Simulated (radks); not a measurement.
Results of a calculation; reference values are marked as such.
Problem. The mean radii <r> (bohr) of the occupied orbitals of an atom or ion are listed with their occupations. Code: a radial shooting solver on a logarithmic mesh with Libxc functionals. Model: scalar-relativistic Kohn-Sham, LB94 model potential, spin-polarised, spherical densities, finite nucleus; Fermi nuclear charge, rms radius of each element as measured or else 0.836 A^(1/3) + 0.57 fm.

| orbital | occ. | <r> |
|---|---|---|
| 1s down | 1 | 0.02967 |
| 1s up | 1 | 0.02967 |
| 2s up | 1 | 0.1282 |
| 2s down | 1 | 0.1282 |
| 2p up | 3 | 0.1118 |
| 2p down | 3 | 0.1118 |
| 3s up | 1 | 0.3484 |
| 3s down | 1 | 0.3484 |
| 3p up | 3 | 0.3466 |
| 3p down | 3 | 0.3466 |
| 3d up | 5 | 0.3232 |
| 3d down | 5 | 0.3232 |
| 4s up | 1 | 0.8473 |
| 4s down | 1 | 0.8476 |
| 4p up | 3 | 0.9221 |
| 4p down | 3 | 0.9228 |
| 4d down | 5 | 1.177 |
| 4d up | 5 | 1.173 |
| 5s down | 1 | 2.472 |
| 5s up | 1 | 2.477 |
| 5p up | 1 | 3.368 |

Name the element and its charge. Open shells, if any, are filled with parallel spins first.

Solution. Z = 49, indium, charge 0: In in [Kr] 4d10 5s2 5p1. The 1s radius gives Z: for a bare nucleus <r> = (2 gamma + 1)/(2Z) with gamma = sqrt(1 - (Z/c)^2), 0.02926 bohr for Z = 49, and screening makes it slightly larger (0.02967 here). The occupations add up to 49, and the charge is Z minus that.
